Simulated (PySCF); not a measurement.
# How methods differ on the ionisation energy of V

V [Ar] 3d3 4s2 (4F) → V⁺ [Ar] 3d4 (5D), as a difference of total energies. All numbers are calculated (PySCF 2.14, scalar relativity by spin-free X2C-1e, in aug-cc-pVDZ-DK (7s6p4d2f, 59 functions)). Correlated levels: valence: [Ar] frozen. The calculations carry no spin-orbit coupling.

| method | ionisation energy (eV) |
| --- | --- |
| UHF | 6.160 |
| MP2 (valence) | 6.526 |
| SCS-MP2 (valence) | 6.999 |
| CCSD (valence) | 6.752 |
| CCSD(T) (valence) | 6.792 |

Errors of the correlated levels include the incompleteness of this basis and the frozen core.

Task: Which method comes closest to the reference value, and which is furthest?

Result: The reference is 6.732 eV (measured; NIST levels, between the centres of gravity of the two terms). Closest: CCSD (valence) (error 0.020 eV); furthest: UHF (error -0.572 eV).
